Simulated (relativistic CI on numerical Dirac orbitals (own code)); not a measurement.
**One change at a time: Tb XXVI**

Base calculation: Dirac-Coulomb-Breit CI, orbitals from a KLI potential per configuration, QED by a radiative potential, unscaled Slater integrals.

Configurations in the expansion (outside the closed core [Ar] 3d10): 4s2 4p6 4d4, 4s2 4p5 4d5, 4s2 4p6 4d3 4f, 4s 4p6 4d5, 4s2 4p5 4d4 4f, 4s 4p6 4d4 4f, 4s2 4p6 4d3 5s, 4s2 4p6 4d3 5p, 4s2 4p6 4d2 4f 5s, 4s2 4p6 4d3 5d, 4s2 4p5 4d4 5s, 4s2 4p6 4d2 5s 5p, 4s2 4p6 4d3 5f, 4s2 4p6 4d3 6s, 4p6 4d5 4f, 4s 4p6 4d3 4f 5s, 4s2 4p6 4d3 6p, 4s2 4p6 4d3 6f, 4s2 4p6 4d3 7p, 4p6 4d6, 4p5 4d7, 4p5 4d6 4f, 4s2 4p6 4d2 5s2, 4s2 4p6 4d 4f 5s2, 4s2 4p5 4d2 4f 5s2, 4s 4p6 4d2 4f 5s2. Double excitations out of closed p, d and f shells are left out; levels of such configurations are missing from the list, as are those of other unlisted configurations, and high levels can miss mixing partners. These lack a partner that the ground configuration has and come out too high: 4s2 4p5 4d4 5s.

The lowest level and the first level of each name with at least 55 % of one term (blank where a level has no safe partner in the second run):

| Level | Base (cm⁻¹) | Shift (cm⁻¹) |
| --- | --- | --- |
| 4s2 4p6 4d4 3P_0 | 0 | 0 |
| 4s2 4p6 4d4 5D_1 | 42475 | -174 |
| 4s2 4p6 4d4 5D_2 | 67315 | -232 |
| 4s2 4p6 4d4 3H_5 | 137183 | -337 |
| 4s2 4p6 4d4 3H_6 | 145319 | -343 |
| 4s2 4p6 4d4 3P_1 | 146133 | -342 |
| 4s2 4p6 4d4 3G_4 | 157683 | -344 |
| 4s2 4p6 4d4 3G_5 | 209969 | -516 |
| 4s2 4p6 4d4 1I_6 | 213427 | -515 |
| 4s2 4p6 4d4 3D_1 | 213599 | -490 |
| 4s2 4p6 4d4 3P_2 | 227726 | -422 |
| 4s2 4p6 4d4 1S_0 | 236783 | -483 |
| 4s2 4p6 4d4 1G_4 | 283937 | -548 |
| 4s2 4p5 4d5 7P°_4 | 1041310 | +476 |
| 4s2 4p5 4d5 5G°_6 | 1128872 | +393 |
| 4s2 4p5 4d5 5P°_1 | 1129585 | +380 |
| 4s2 4p5 4d5 5H°_7 | 1150203 | +395 |
| 4s2 4p5 4d5 5D°_0 | 1184138 | +229 |

At this charge energies of transitions that change n are usually good to better than 1 %, and those within a shell (Δn = 0) to a few per cent. Terms inside the open d or f shell come out 10 to 20 % too wide with unscaled integrals.

Q: One thing was changed in a second run, which moved the levels as shown. Which?
A. configuration mixing switched off
B. QED terms removed
C. Breit term removed

A: B. QED terms removed. QED shifts follow the density of s (and p1/2) electrons at the nucleus, so configurations move by their count of such electrons; where none moves, the smaller shifts of p3/2 electrons and of j = l + 1/2 against j = l − 1/2 set the pattern.

LS names give the leading component of a level, which can be under half, so a name can repeat, a term be missing and a line seem to break the LS rules.
